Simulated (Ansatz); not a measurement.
Input and output for `BOB(F)S`.

```yaml
crystal:
  periodic: [false, false, false]
  atoms:
    - {symbol: B, position_ang: [0.408757, 1.217518, 0.703938]}
    - {symbol: O, position_ang: [0.623145, -0.268826, 0.575356]}
    - {symbol: B, position_ang: [0.316368, -1.160780, -0.152492]}
    - {symbol: F, position_ang: [1.105573, -2.433812, 0.026686]}
    - {symbol: S, position_ang: [-1.241824, -1.194511, -1.262991]}
    - {symbol: H, position_ang: [0.683985, 1.821668, 1.475468]}
    - {symbol: H, position_ang: [-0.204553, 1.551617, -0.442632]}
    - {symbol: H, position_ang: [-1.533535, -0.055233, -1.129399]}
basis:
  gaussian: {orbitals: ANO-RCC-VTZP}
total_charge: -1
magnetization: {spin_polarized: true, initial_magnetization: 1}
hamiltonian: {xc: {name: B2PLYP}}
accuracy: high
```

```sh
$ ansatz run in.yaml --threads 2 --pin off --events-out ev --progress --plain --max-ram 4352MiB
```

Output, abridged:

```
Functional definition: B2PLYP
3748 factors; integrals over basis functions are off by at most 3.4e-9 eV
mean field evaluation 1: about -17022.3912 eV, gradient 2.1e1 eV
mean field evaluation 2: about -17022.4730 eV, gradient 2.1e1 eV
mean field evaluation 4: about -17024.6743 eV, gradient 3.2e0 eV
mean field evaluation 8: about -17024.7233 eV, gradient 1.7e-1 eV
mean field evaluation 16: about -17024.7237 eV, gradient 5.9e-4 eV
mean field evaluation 32: about -17024.7237 eV, gradient 9.2e-8 eV
mean field -17024.72372872 eV, -625.6470572582 hartree, gradient 9.3e-8 eV, S^2 0.756456; 2 other end points of the search recorded, 0 dependent functions left out
9 core orbitals not correlated: weight in the atoms' cores, before any rotation towards them, 1.000 or more for the frozen orbitals, at most 0.000 for the correlated occupied ones
reference -17024.72375379 eV, -625.6470581795 hartree; 15, 14 occupied and 172, 173 virtual orbitals, 3748 factors
second order -28.86793000 eV of doubles, -0.00000000 eV of singles
Total energy: -17032.51809489 eV, -625.9334949317 hartree
Relativity: scalar
```

Hardware: 2 threads of an Arm Neoverse V2 on a shared host. Wall time 98 s, peak host memory 1.5 GiB.
